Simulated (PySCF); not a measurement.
## Electron correlation in Ni²⁺ (nickel, charge +2)

[Ar] 3d7 4p1, one real determinant (an excited configuration). All numbers are calculated (PySCF 2.14, the spin-free X2C one-electron Hamiltonian (Gaussian nucleus), in aug-cc-pVDZ-DK (7s6p4d2f, 59 functions)). Frozen: [Ar]; 8 electrons correlated.

MP2 pair energies summed by pair of shells (mhartree):

```json
{"pair": "3d-3d", "energy": "-135.78", "share (%)": "90.5"}
{"pair": "3d-4p", "energy": "-14.25", "share (%)": "9.5"}
```

Total MP2 correlation energy: -150.04 mhartree.

Same-spin part -69.78 and opposite-spin part -80.26 mhartree; SCS-MP2 scales them by 1/3 and 6/5 to -119.57 mhartree.

The reference is one real determinant that mixes LS terms of this configuration.
